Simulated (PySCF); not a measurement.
Telling isomers of C₄H₉ClO₂Si₂ apart by NMR

PySCF 2.14.0 with density-fitted response routines calculation with NMR shieldings at PBE0/pcSseg-1/GIAO and geometry: GFN2-xTB; one conformer, rapidly exchanging positions averaged, non-relativistic, no solvent model.

References, each an isolated molecule treated in the same way: ¹H and ¹³C vs TMS. Where no couplings were computed, multiplicities follow the n + 1 count of equivalent neighbours, and m marks all less simple cases (inequivalent or close neighbours, rings, F or P nearby). Acid and N–H amide carbonyl carbons lie up to 10 ppm further downfield in solution (hydrogen bonding). Shifts are as computed. Against solution values, carbons near 30 ppm lie about +3 ppm off and those near 130 ppm about +5 ppm; carbons on Cl a further +6 ppm. Of 1309 compounds with measured shifts, 239 miss one by over three times the rms of a fit or turn the order of signals round; such compounds aren't used in these exercises. Carbons bonded to Cl come out too deshielded. OH and NH positions are gas-phase values without hydrogen bonding to other molecules.

(1) Tabulate the signals of `O=C(O)/C=C/[C@H](Cl)[SiH2][SiH3]`, `O=C(O)C/C=C(\Cl)[SiH2][SiH3]` and their relative energies.

(2) What is the quickest way to tell O=C(O)/C=C/[C@H](Cl)[SiH2][SiH3] from O=C(O)C/C=C(\Cl)[SiH2][SiH3]?

Answers

(1) 
```tsv
SMILES	carbon types	δC	δH	E rel. (kcal/mol)
O=C(O)/C=C/[C@H](Cl)[SiH2][SiH3]	1×C 3×CH	170.7, 162.9, 121.2, 52.1	7.61 (m, 1H), 6.07 (br s, 1H), 5.86 (d, 1H), 4.22 (m, 1H), 4.19 (m, 1H), 4.01 (m, 1H), 3.58 (m, 3H)	1.3
O=C(O)C/C=C(\Cl)[SiH2][SiH3]	2×C 1×CH 1×CH2	175.8, 144.9, 142.8, 35.0	6.49 (t, 1H), 6.14 (br s, 1H), 4.43 (q, 2H), 3.58 (d, 2H), 3.58 (t, 3H)	0.0
```

Energies are electronic energies at PBE0/pcSseg-1 on these geometries, without zero-point or thermal terms, each for the one conformer computed, which needn't be the lowest.

(2) Both give the same number of carbon signals, but DEPT or the intensities differ. The first has an allylic sp3 CH bonded to Cl and Si at 52.1 ppm, the second an sp3 CH2 α to a carbonyl at 35.0 ppm. Their most deshielded carbons lie at 170.7 and 175.8 ppm. In the proton spectra the most deshielded non-exchanging signals are 7.61 (m, 1H) and 6.49 (t, 1H).
